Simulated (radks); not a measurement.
Neutral phosphorus, [Ne] 3s2 3p3. Method: non-relativistic Kohn-Sham, r2SCAN, spin-polarised, spherical densities, point nucleus; meta-GGA in the generalised Kohn-Sham scheme; computed with a radial shooting solver on a logarithmic mesh with Libxc functionals. Every spin shell is full or empty, so the densities are truly spherical. Functionals are evaluated on that one density, not self-consistently. Rank these orbital-free kinetic functionals by their error against the exact value of the orbitals, and give that value: Thomas-Fermi, TF + vW, LC94, APBEK, Perdew 92, Pearson, LKT, Ernzerhof.

Answer. Exact: 340.798 hartree. From best to worst, with 100 (|E| - |E exact|)/|E exact| (equal figures are ties): Ernzerhof +0.20, LC94 +0.23, APBEK +0.36, Perdew 92 -0.44, Pearson -1.57, Thomas-Fermi -7.34, LKT +31.46, TF + vW +54.62.
